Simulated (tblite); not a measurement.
Species: C5H5N2S (doublet state).
SMILES with atom numbers: `[CH2:1][C:2](=[S:3])[C:4]1=[N:5][CH2:6][CH:7]=[N:8]1` (hydrogens: H9, H10 on C1; H11, H12 on C6; H13 on C7)
Bond orders are those of one Lewis drawing.

Computed with GFN2-xTB (tblite), gas phase: L-BFGS steps from a force-field or distance-geometry start until the largest atomic force falls under 0.01 eV/Å.

At the end of the run (lengths in Å): C1–C2 1.345, C2=S3 1.725, C1–H10 1.076, C7=N8 1.276, C1–H9 1.076, C2–C4 1.454, N5–C6 1.429, C1–C2–S3 122.4°, C2–C4–N8 120.0°, S3–C2–C4 116.6°, N5–C4–N8 115.3°, C1–C2–C4–N5 180°, C2–C4–N5–C6 180°, C4–N5–C6–C7 0°, H9–C1–C2–S3 180°, H13–C7–N8–C4 180°.

Question: These geometries were met on the way; a selection of coordinates is given. Order them by energy above the end point, lowest first.
A. C1–C2 1.348, C2=S3 1.749, C1–H10 1.100, C7=N8 1.274, C1–H9 1.094, C2–C4 1.460, N5–C6 1.424, C1–C2–S3 116.5°, C2–C4–N8 116.9°, S3–C2–C4 121.0°, N5–C4–N8 115.9°, C1–C2–C4–N5 -177°, C2–C4–N5–C6 -170°, C4–N5–C6–C7 -2°, H9–C1–C2–S3 -176°, H13–C7–N8–C4 -174°
B. C1–C2 1.380, C2=S3 1.697, C1–H10 1.064, C7=N8 1.273, C1–H9 1.077, C2–C4 1.467, N5–C6 1.433, C1–C2–S3 109.9°, C2–C4–N8 114.9°, S3–C2–C4 124.2°, N5–C4–N8 115.3°, C1–C2–C4–N5 173°, C2–C4–N5–C6 -166°, C4–N5–C6–C7 1°, H9–C1–C2–S3 -136°, H13–C7–N8–C4 -177°
C. C1–C2 1.349, C2=S3 1.743, C1–H10 1.096, C7=N8 1.277, C1–H9 1.106, C2–C4 1.464, N5–C6 1.441, C1–C2–S3 113.9°, C2–C4–N8 116.4°, S3–C2–C4 124.3°, N5–C4–N8 113.6°, C1–C2–C4–N5 -178°, C2–C4–N5–C6 -163°, C4–N5–C6–C7 1°, H9–C1–C2–S3 -172°, H13–C7–N8–C4 -172°
D. C1–C2 1.496, C2=S3 1.628, C1–H10 1.111, C7=N8 1.306, C1–H9 1.106, C2–C4 1.459, N5–C6 1.456, C1–C2–S3 118.9°, C2–C4–N8 127.9°, S3–C2–C4 119.5°, N5–C4–N8 109.7°, C1–C2–C4–N5 179°, C2–C4–N5–C6 180°, C4–N5–C6–C7 1°, H9–C1–C2–S3 -123°, H13–C7–N8–C4 180°
E. C1–C2 1.427, C2=S3 1.657, C1–H10 1.092, C7=N8 1.275, C1–H9 1.092, C2–C4 1.426, N5–C6 1.431, C1–C2–S3 121.8°, C2–C4–N8 118.0°, S3–C2–C4 120.0°, N5–C4–N8 114.6°, C1–C2–C4–N5 173°, C2–C4–N5–C6 -172°, C4–N5–C6–C7 2°, H9–C1–C2–S3 -105°, H13–C7–N8–C4 177°

Answer: A (0.173 eV), C (0.356 eV), B (0.667 eV), E (1.166 eV), D (1.943 eV).

| step | E above end (eV) | rms distance from the end, all atoms (Å) | largest force (eV/Å) | rms shift of all bonds from the end (Å) |
| --- | --- | --- | --- | --- |
| 20 | 0.173 | 0.188 | 0.823 | 0.011 |
| 17 | 0.356 | 0.222 | 1.038 | 0.014 |
| 13 | 0.667 | 0.328 | 1.028 | 0.016 |
| 8 | 1.166 | 0.435 | 1.010 | 0.032 |
| 0 | 1.943 | 0.490 | 2.449 | 0.053 |

Rows stand in the order of the answer.
